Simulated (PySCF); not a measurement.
Start geometry of `N[NH][PbH3]` from GFN2-xTB (Å):
```
atom  x, y, z in Å
N1    -1.7855   -0.2044    0.0326
N2    -0.7291   -0.7408   -0.5798
Pb3    1.3344    0.0605    0.0955
H4    -1.9183    0.8268   -0.1030
H5    -1.8358   -0.4395    0.9990
H6    -0.7576   -0.5141   -1.5715
H7     2.7088   -1.1103    0.0143
H8     1.8893    1.5735   -0.7599
H9     1.1517    0.5311    1.8391
```

**Question.** What comes out of this run: PBE0-D3(BJ)/def2-SVP geometry optimisation, gas phase, def2 core potentials past Kr (PySCF)?

**Answer.** 
```
atom  x, y, z in Å
N1    -1.7474    0.0000   -0.1247
N2    -0.6213   -0.8134   -0.2593
Pb3    1.3248    0.0664    0.1839
H4    -1.6243    0.9618   -0.4522
H5    -2.0237    0.0354    0.8539
H6    -0.6124   -1.2018   -1.2004
H7     2.6116   -0.8760   -0.5728
H8     1.2872    1.7449   -0.4066
H9     1.4610    0.0663    1.9425
```

The energy falls by 5.6 kcal/mol over 17 energy and gradient evaluations, the largest force component goes from 0.0412 to 3.2e-04 Eh/bohr, and the atoms move by 0.535 Å rms after alignment. The bond that changes most is N2–Pb3 (ends: hydrazine nitrogen; lead bonded to N and 3 H), which shortens by 0.133 Å. Bonds longer at the end by more than 0.005 Å: 2 of 8; shorter: 5. Among the angles that change most is N2–Pb3–H8, from 114.9° to 107.1°. Among the dihedrals that turn most is H6–N2–Pb3–H7, from -91° to -35°. Rotational constants go from 24142, 2403, 2311 to 24102, 2553, 2443 MHz. The orientation of the end geometry is arbitrary; only internal coordinates are fixed.

The run used 84 basis functions and 117 SCF cycles in all.

PBE0-D3(BJ)/def2-SVP frequencies: not computed here. One conformer, not necessarily the lowest.
